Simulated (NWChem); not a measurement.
SiH₄S; SMILES [SiH3]S

```xyz
6

Si     0.0156     1.0289     0.0000
S      0.0594    -1.1076     0.0000
H     -0.6627     1.5613     1.2089
H      1.4398     1.4400    -0.0035
H     -0.6687     1.5607    -1.2058
H     -1.2773    -1.2448     0.0001
```
Atoms are numbered in this order, from 1.

Program: NWChem. Pople sets run with spherical d functions. Structure relaxed at the PBE0-D3(BJ)/def2-TZVP level. Ions are spin-unrestricted doublets at the neutral geometry; other ion states weren't tried.

**Question.** Among these, which level gives the lowest value of “vertical ionisation energy, ΔSCF (eV)”?
A) PBE0/6-31G*
B) B3LYP/6-31G*
C) CAM-B3LYP/6-31G*
D) Hartree-Fock/6-31G*

**Answer.** D, Hartree-Fock/6-31G*. Values: Hartree-Fock/6-31G* 8.95; B3LYP/6-31G* 9.83; PBE0/6-31G* 9.84; CAM-B3LYP/6-31G* 9.89
